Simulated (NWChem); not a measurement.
GeH₂O, singlet; SMILES [GeH][OH]

Results from NWChem. Low-valent species are run as closed-shell singlets; no triplet was tried in these runs. The geometry was optimised at PBE0/def2-SVP. B3LYP is NWChem's, with the RPA form of VWN correlation. Ions are spin-unrestricted doublets at the neutral geometry; other ion states weren't tried.

Q: Estimate the computed values for B3LYP/def2-SVP. Quantities: vertical ionisation energy, ΔSCF (eV); −ε(HOMO) (eV).

A: 
```
Quantity                               Value
-------------------------------------  -----
vertical ionisation energy, ΔSCF (eV)   9.49
−ε(HOMO) (eV)                           6.67
```
